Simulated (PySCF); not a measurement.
## Löwdin shares of the frontier orbitals

Thioanisole, C7H8S.
Z-matrix (Å and degrees, GFN2-xTB geometry), rows numbered from 1:
```
C 
S   1  1.8156
C   2  1.7683  1  104.18
C   3  1.3871  2  124.14  1     0.70
C   4  1.3849  3  119.63  2   179.84
C   5  1.3830  4  120.73  3     0.03
C   6  1.3866  5  119.53  4    -0.06
C   7  1.3797  6  120.23  5     0.08
H   1  1.0856  2  105.56  3   179.72
H   1  1.0861  2  110.10  3   -61.85
H   1  1.0861  2  110.04  3    61.26
H   4  1.0784  3  121.14  2    -0.20
H   5  1.0803  4  119.17  3   179.97
H   6  1.0795  5  120.26  4  -179.95
H   7  1.0798  6  120.10  5   179.98
H   8  1.0796  3  119.04  2     0.20
```

Method used: PySCF 2.14.0, density-fitted response routines, TDDFT B3LYP/def2-SVPD, vertical, gas phase, core orbitals frozen in the response.

Kohn–Sham orbitals with the atoms that hold most of them (Löwdin shares over 4%, at most four atoms; ? is withheld):

```tsv
orbital	ε (eV)	atoms
LUMO+2	0.20	S2 43%, C1 18%, H10 9%, H11 9%
LUMO+1	-0.40	C3 21%, C6 19%, C7 15%, C4 14%
LUMO	-0.52	?
HOMO	?	?
HOMO-1	-7.23	C4 21%, C7 21%, C8 20%, C5 19%
HOMO-2	-8.07	S2 23%, C3 19%, C6 18%, C5 11%
HOMO-3	-8.83	S2 54%, C3 12%, C1 12%, C4 6%
```

(1) Give the leading atoms of the LUMO.

(2) Which atoms hold the HOMO, and with what shares?

(3) What is the HOMO energy, and the HOMO–LUMO gap?

Results:

(1) C5 (bonded to 2 C and H) 21%; C8 (bonded to 2 C and H) 21%; C7 (bonded to 2 C and H) 14%; C4 (bonded to 2 C and H) 13%.

(2) S2 (bonded to 2 C) 46%; C3 (bonded to 2 C and S) 11%; C6 (bonded to 2 C and H) 11%; C8 (bonded to 2 C and H) 7%. By element: sulfur 46%, carbon 29% or more.

(3) ε(HOMO) = -5.87 eV; the gap is 5.35 eV (0.1966 hartree).

Task: How does S1 compare with the orbital gap of 5.35 eV?

Result: S1 is at 4.59 eV (f = 0.014), 0.76 eV below the gap, made of HOMO→LUMO (88%). Without the coupling terms of the response equations the lowest excitation would equal the gap.

Task: Give energy, strength and leading configuration of S1 and S2, and follow the Löwdin shares of the leading atoms from the occupied to the empty orbital.

Result: 
- S1 (4.59 eV, f 0.014), HOMO→LUMO (88%): S2 46% → at most 13%, C3 11% → at most 13%, C5 at most 8% → 21%, C8 7% → 21%
- S2 (5.03 eV, f 0.240), HOMO→LUMO+1 (88%): S2 46% → at most 15%, C3 11% → 21%, C6 11% → 19%

Time: 46 s. Hardware: an Arm Neoverse V1 with one thread, no GPU (shared host).

One conformer stands for the species.
